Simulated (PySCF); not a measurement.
Cl₃Sb. Atoms are numbered in the order given.

```xyz
4

Sb     0.0000     0.0000     0.5821
Cl     1.7913    -1.0342    -0.5821
Cl    -1.7913    -1.0342    -0.5821
Cl     0.0000     2.0685    -0.5821
```

Geometry optimised at r2SCAN-D4/def2-SVP. The isomer is the one that the SMILES or the coordinates give; other isomers of the formula were not compared. The def2 effective core potentials stand for the cores of Sb; spin–orbit coupling is left out.

Calculation: r2SCAN-D4/def2-SVP in PySCF.

Frequencies are harmonic and unscaled.

Modes within 1.5 cm⁻¹ of each other (mostly degenerate sets) share a row, with their intensities summed.

| mode | ν (cm⁻¹) | IR (km/mol) | moving atoms (share of kinetic energy) |
|---|---|---|---|
| 1–2 | 115 | 2.7 | Cl 91 %, Sb 9 % |
| 3 | 144 | 5.2 | Cl 73 %, Sb 27 % |
| 4–5 | 362 | 141.1 | Cl 74 %, Sb 26 % |
| 6 | 376 | 22.5 | Cl 80 %, Sb 20 % |
